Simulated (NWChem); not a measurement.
System: CH$_{6}$OSiTe; SMILES CO[Te][SiH3]

Input file for NWChem:

```
start job
memory heap 200 mb stack 900 mb global 1100 mb
geometry units angstroms noautoz
  Te     0.652429     0.043024    -0.038472
  O     -0.725931     1.368573     0.609189
  C     -1.448995     2.051697    -0.379040
  H     -2.050201     1.379332    -1.020644
  H     -2.142577     2.726886     0.150086
  H     -0.809254     2.667791    -1.038323
  Si    -0.982504    -1.854600     0.039764
  H     -2.162471    -1.559971    -0.826271
  H     -1.444171    -2.108511     1.435028
  H     -0.252502    -3.049461    -0.483865
end
basis spherical
  * library def2-svp
end
ecp
  Te library def2-ecp
end
dft
  xc xctpssh
  iterations 150
  mulliken
end
task dft energy
```

Parts of the log:

```
             Northwest Computational Chemistry Package (NWChem) 7.3.0
             --------------------------------------------------------

 C1  symmetry detected

                             Geometry "geometry" -> ""
                             -------------------------

 Output coordinates in angstroms (scale by  1.889725989 to convert to a.u.)

  No.       Tag          Charge          X              Y              Z
 ---- ---------------- ---------- -------------- -------------- --------------
    1 Te                  52.0000     0.69035818     0.04288755    -0.01691527
    2 O                    8.0000    -0.69072418     1.37125917     0.61905766
    3 C                    6.0000    -1.38886288     2.07150406    -0.37509321
    4 H                    1.0000    -1.98215955     1.41137644    -1.03646271
    5 H                    1.0000    -2.08780080     2.74571927     0.14819461
    6 H                    1.0000    -0.73155370     2.69039036    -1.01416975
    7 Si                  14.0000    -0.95988324    -1.84291996     0.00625697
    8 H                    1.0000    -2.12014571    -1.52906334    -0.87942357
    9 H                    1.0000    -1.45111951    -2.10969329     1.38896727
   10 H                    1.0000    -0.22850982    -3.03710013    -0.51701132

 Effective nuclear repulsion energy (a.u.)     458.8474221820

                                 NWChem DFT Module
                                 -----------------

 Summary of "ao basis" -> "ao basis" (spherical)
 ------------------------------------------------------------------------------
       Tag                 Description            Shells   Functions and Types
 ---------------- ------------------------------  ------  ---------------------
 Te                         def2-svp                10       26   4s4p2d
 O                          def2-svp                 6       14   3s2p1d
 C                          def2-svp                 6       14   3s2p1d
 H                          def2-svp                 3        5   2s1p
 Si                         def2-svp                 8       18   4s3p1d

            General Information
            -------------------
          SCF calculation type: DFT
          Wavefunction type:  closed shell.
          No. of atoms     :    10
          No. of electrons :    58
           Alpha electrons :    29
            Beta electrons :    29
          Charge           :     0
          Spin multiplicity:     1
          Use of symmetry is: off; symmetry adaption is: off
          Maximum number of iterations: 150
          AO basis - number of functions:   102
                     number of shells:    48
          Convergence on energy requested:  1.00D-06
          Convergence on density requested:  1.00D-05
          Convergence on gradient requested:  5.00D-04

              XC Information
              --------------
                  TPSS hybrid Method XC Functional
                     Hartree-Fock (Exact) Exchange  0.100
                  TPSS metaGGA Exchange Functional  0.900
             TPSS03 metaGGA Correlation Functional  1.000

             Grid Information
             ----------------
          Grid used for XC integration:  medium
          Radial quadrature: Mura-Knowles
          Angular quadrature: Lebedev.
          Tag              B.-S. Rad. Rad. Pts. Rad. Cut. Ang. Pts.
          ---              ---------- --------- --------- ---------
          Te                  1.40      123          11.0       590
          O                   0.60       49          12.0       434
          C                   0.70       49          12.0       434
          H                   0.35       45          14.0       434
          Si                  1.10       88          12.0       590
          Grid pruning is: on
          Number of quadrature shells:   579
          Spatial weights used:  Erf1

      Superposition of Atomic Density Guess
      -------------------------------------

 Sum of atomic energies:        -715.27390119

      Non-variational initial energy
      ------------------------------

 Total energy =    -672.279059
 1-e energy   =   -1542.599087
 2-e energy   =     609.931694
 HOMO         =      -0.235523
 LUMO         =      -0.076673

     ---------------------------------------------
      Total Density - Mulliken Population Analysis
     ---------------------------------------------

    Atom       Charge   Shell Charges
 -----------   ------   -------------------------------------------------------
    1 Te  24    23.72   1.77  0.27  1.20  0.65  2.89  3.14  1.89  1.82  9.85  0.23
    2 O    8     8.79   1.99  1.10  0.73  2.94  2.01  0.01
    3 C    6     5.88   1.99  0.92  0.21  1.85  0.86  0.05
    4 H    1     0.94   0.69  0.22  0.02
    5 H    1     0.93   0.69  0.22  0.02
    6 H    1     0.94   0.69  0.22  0.02
    7 Si  14    13.63   2.00  1.99  1.01  0.29  5.94  1.09  1.21  0.11
    8 H    1     1.06   0.69  0.36  0.01
    9 H    1     1.06   0.69  0.36  0.01
   10 H    1     1.05   0.68  0.36  0.01

   convergence    iter        energy       DeltaE   RMS-Dens  Diis-err
 ---------------- ----- ----------------- --------- --------- ---------
 d= 0,ls=0.0,diis     1   -674.1280920781 -9.35D+02  1.42D-02  4.18D-01
 d= 0,ls=0.0,diis     2   -674.0242056093  1.04D-01  9.46D-03  1.41D+00
 d= 0,ls=0.0,diis     3   -674.1817324745 -1.58D-01  2.36D-03  8.80D-02
 d= 0,ls=0.0,diis     4   -674.1902330170 -8.50D-03  9.10D-04  7.61D-03
 d= 0,ls=0.0,diis     5   -674.1913623323 -1.13D-03  2.82D-04  5.02D-04
  Resetting Diis
 d= 0,ls=0.0,diis     6   -674.1914411350 -7.88D-05  8.01D-05  3.06D-05
 d= 0,ls=0.0,diis     7   -674.1914456865 -4.55D-06  2.98D-05  1.12D-06
 d= 0,ls=0.0,diis     8   -674.1914455517  1.35D-07  1.64D-05  2.08D-06
 d= 0,ls=0.0,diis     9   -674.1914458853 -3.34D-07  3.16D-06  1.90D-07

         Total DFT energy =     -674.191445885326
      One electron energy =    -1545.350929954423
           Coulomb energy =      668.641905753763
    Exchange-Corr. energy =      -57.870755101294
 Nuclear repulsion energy =      260.388333416628

 Numeric. integr. density =       57.999980690219

                       DFT Final Molecular Orbital Analysis
                       ------------------------------------

 Vector   27  Occ=2.000000D+00  E=-2.927397D-01
              MO Center= -6.7D-01,  1.3D+00,  2.3D-01, r^2= 3.2D+00
   Bfn.  Coefficient  Atom+Function         Bfn.  Coefficient  Atom+Function
  ----- ------------  ---------------      ----- ------------  ---------------
    32      0.368911   2 O  pz               35      0.289524   2 O  pz
    11      0.283960   1 Te px               60     -0.233453   5 H  s
    31      0.221352   2 O  py               46     -0.191684   3 C  pz
    14      0.170824   1 Te px               55      0.169853   4 H  s
    34      0.162229   2 O  py               12     -0.136736   1 Te py

 Vector   28  Occ=2.000000D+00  E=-2.449333D-01
              MO Center= -5.4D-01,  8.7D-01,  1.8D-01, r^2= 3.3D+00
   Bfn.  Coefficient  Atom+Function         Bfn.  Coefficient  Atom+Function
  ----- ------------  ---------------      ----- ------------  ---------------
    30      0.377800   2 O  px               31      0.352876   2 O  py
    33      0.295159   2 O  px               34      0.280063   2 O  py
    11     -0.192183   1 Te px               65     -0.173426   6 H  s
    55      0.163686   4 H  s                80      0.146405   7 Si px
    14     -0.140193   1 Te px               78      0.139146   7 Si py

 Vector   29  Occ=2.000000D+00  E=-2.126296D-01
              MO Center=  4.9D-01, -1.6D-02,  1.7D-03, r^2= 2.9D+00
   Bfn.  Coefficient  Atom+Function         Bfn.  Coefficient  Atom+Function
  ----- ------------  ---------------      ----- ------------  ---------------
    13      0.561439   1 Te pz               16      0.502815   1 Te pz
    10     -0.218626   1 Te pz                7     -0.170781   1 Te pz
    32     -0.159932   2 O  pz               14      0.129427   1 Te px
    35     -0.125464   2 O  pz               94     -0.114992   9 H  s
    11      0.106706   1 Te px               89      0.106798   8 H  s

 Vector   30  Occ=0.000000D+00  E=-8.482359D-02
              MO Center=  3.5D-01,  1.2D-01,  4.6D-02, r^2= 3.7D+00
   Bfn.  Coefficient  Atom+Function         Bfn.  Coefficient  Atom+Function
  ----- ------------  ---------------      ----- ------------  ---------------
    15      0.568306   1 Te py               29     -0.377165   2 O  s
    12      0.360382   1 Te py               14     -0.307402   1 Te px
    11     -0.218992   1 Te px               30     -0.208140   2 O  px
    33     -0.197650   2 O  px               16      0.184944   1 Te pz
    31      0.184105   2 O  py               34      0.172386   2 O  py

 Vector   31  Occ=0.000000D+00  E=-1.772817D-02
              MO Center= -2.0D-01, -9.1D-01,  7.9D-03, r^2= 5.2D+00
   Bfn.  Coefficient  Atom+Function         Bfn.  Coefficient  Atom+Function
  ----- ------------  ---------------      ----- ------------  ---------------
    81      0.779477   7 Si py               14      0.748839   1 Te px
    73      0.683509   7 Si s                 4     -0.603040   1 Te s
    80      0.554825   7 Si px               15      0.491537   1 Te py
     3     -0.332518   1 Te s                72      0.319125   7 Si s
    11      0.290243   1 Te px               78      0.197225   7 Si py

[...]
```

Level: TPSSh/def2-SVP with def2 effective core potentials on Te. Geometry: optimised at PBE0/def2-SVP. No frequency run checked for a minimum. def2 effective core potentials on Te; no spin-orbit coupling.
